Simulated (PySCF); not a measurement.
System: CH6NSi (charge 0, doublet). It need not be the lowest isomer of its formula. SMILES: [SiH3][N]C
Structure (B3LYP-D3(BJ)/def2-TZVP (Ansatz) minimum search):
```xyz
9

C     -1.5881    -0.1875     0.6057
N     -0.4980    -0.5685    -0.2285
Si     1.0262     0.2720    -0.2541
H     -2.2168    -1.0508     0.8464
H     -1.3150     0.3401     1.5300
H     -2.2318     0.4982     0.0294
H      2.1064    -0.7399    -0.2745
H      1.2300     1.1886     0.9022
H      1.0760     1.0611    -1.5106
```
Charge 0, spin multiplicity 2.

Dispersion corrections to the total energy (kcal/mol) from the dftd3 and dftd4 libraries through PySCF: D3(BJ) without and D4 with the three-body term, each with the damping fitted for the functional named.

```tsv
functional	D3(BJ)	D4
TPSSh	-3.91	?
BHLYP	-4.66	-3.69
PW6B95	-1.69	?
HF	?	-12.09
B2GP-PLYP	-2.21	-1.31
HSE06	-2.19	-2.45
LC-wPBE	-3.17	-3.52
```

Q: Some entries are withheld; supply them.

A: 
- TPSSh, D4: -3.89
- PW6B95, D4: -2.80
- HF, D3(BJ): -29.10
